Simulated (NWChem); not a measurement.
# ScH2O2F; SMILES [OH][Sc]([OH])[F]

```xyz
6

Sc     0.0121    -0.0014     0.0000
F      1.8194    -0.3471     0.0000
O     -1.1506    -1.4455     0.0000
H     -1.9605    -1.9553     0.0000
O     -0.5911     1.7474     0.0000
H     -0.7358     2.6932     0.0000
```
Atoms are numbered in this order, from 1.

Structure relaxed at the PBE0/def2-SVP level.

Symmetry labels are those of Cs in the frame above (b1 and b2, or b-type labels, depend on it).

**Question.** List the 4 lowest vertical singlet excitations from PBE0/def2-SVPD, TDA (NWChem).

**Answer.** 
```json
[
 {"state": "S1", "energy (eV)": "5.57", "oscillator strength": "0.003", "symmetry": "a'", "leading excitation (squared amplitude)": "HOMO → LUMO (0.99)"},
 {"state": "S2", "energy (eV)": "5.80", "oscillator strength": "0.051", "symmetry": "a\"", "leading excitation (squared amplitude)": "HOMO−1 → LUMO (0.98)"},
 {"state": "S3", "energy (eV)": "5.83", "oscillator strength": "0.011", "symmetry": "a'", "leading excitation (squared amplitude)": "HOMO−2 → LUMO (0.98)"},
 {"state": "S4", "energy (eV)": "5.96", "oscillator strength": "0.003", "symmetry": "a\"", "leading excitation (squared amplitude)": "HOMO−3 → LUMO (0.98)"}
]
```
